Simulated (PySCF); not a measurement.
BO, SMILES [B]=O (connectivity only; charge and spin as stated), charge +1, multiplicity 1.

Geometry: r2SCAN-D4/def2-TZVPD. The multiplicity is an assumed one; other spin states were not compared.

Two levels are set side by side: PBE/def2-TZVPD (PySCF) and PBE0/def2-TZVPD (PySCF). Same geometry, gas phase. Differences are taken from unrounded values.

```json
[
 {"quantity": "orbital gap (eV)", "PBE0": "3.94", "PBE": "1.42", "PBE minus PBE0": "-2.52"},
 {"quantity": "highest occupied level (eV)", "PBE0": "-19.95", "PBE": "-18.51", "PBE minus PBE0": "1.44"},
 {"quantity": "lowest empty level (eV)", "PBE0": "-16.02", "PBE": "-17.09", "PBE minus PBE0": "-1.08"},
 {"quantity": "mean polarisability (bohr³)", "PBE0": "14.9", "PBE": "15.4", "PBE minus PBE0": "0.5"}
]
```

PBE's occupied levels lie high since its potential decays too fast outside the molecule; exact exchange lowers them and widens the gap. PBE's more diffuse valence density responds more strongly to a field. Differences between two approximate levels are no errors against the true value.

Rough cost on one machine, each run with all the roots and properties that it gave: PBE0 against PBE within a factor of 2.
